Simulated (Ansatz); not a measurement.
Input for Ansatz (an electronic-structure program): R-revPBE/def2-TZVPPD on I3Tl (SMILES [I][Tl]([I])[I]). Elements past Kr take the def2 small-core potentials; no spin–orbit coupling. The basis file is the Basis Set Exchange's JSON of that set.

Ansatz 0.2 input:
```yaml
crystal:
  periodic: [false, false, false]
  atoms:
    - {symbol: Tl, position_ang: [-0.00005069, 0.00000000, -0.00000000]}
    - {symbol: I, position_ang: [2.72928740, -0.00000000, 0.00000000]}
    - {symbol: I, position_ang: [-1.36461836, 2.36371964, 0.00000000]}
    - {symbol: I, position_ang: [-1.36461836, -2.36371964, 0.00000000]}
basis:
  gaussian:
    orbitals: def2-TZVPPD.json
hamiltonian:
  xc: {name: revPBE}
scf: {lower_state_search: off}
```

It printed:

```
WARN ansatz: RAYON_NUM_THREADS=4 ignored (pool sized by the plan → 4); use --threads N
Functional definition: revPBE
these checks for a lower state are left out or cut short: stability, starts, cluster_reference, orbital_swaps, neighbouring_geometries, increment
integrals: 0.23 GiB planned
1680 factors; their error is unknown
mean field: 1.28 GiB planned
mean field evaluation 1: about -29005.9998 eV, gradient 1.6e1 eV
mean field evaluation 2: about -29005.1420 eV, gradient 2.5e1 eV
mean field evaluation 4: about -29006.7809 eV, gradient 1.5e0 eV
mean field evaluation 8: about -29006.7623 eV, gradient 2.8e-2 eV
mean field evaluation 16: about -29006.7623 eV, gradient 8.0e-6 eV
mean field -29006.76227763 eV, -1065.9788522134 hartree, gradient 3.1e-6 eV, S^2 0.000000; 0 other end points of the search recorded, 0 dependent functions left out
reference -29006.76234601 eV, -1065.9788547260 hartree; 48, 48 occupied and 185, 185 virtual orbitals, 1680 factors
Total energy: -29006.76234601 eV, -1065.9788547260 hartree
Checks for a lower state left out: stability, starts, cluster_reference, orbital_swaps, neighbouring_geometries, increment
```

Self-consistency was reached.

Cost: about 4 core-seconds (a rough figure).
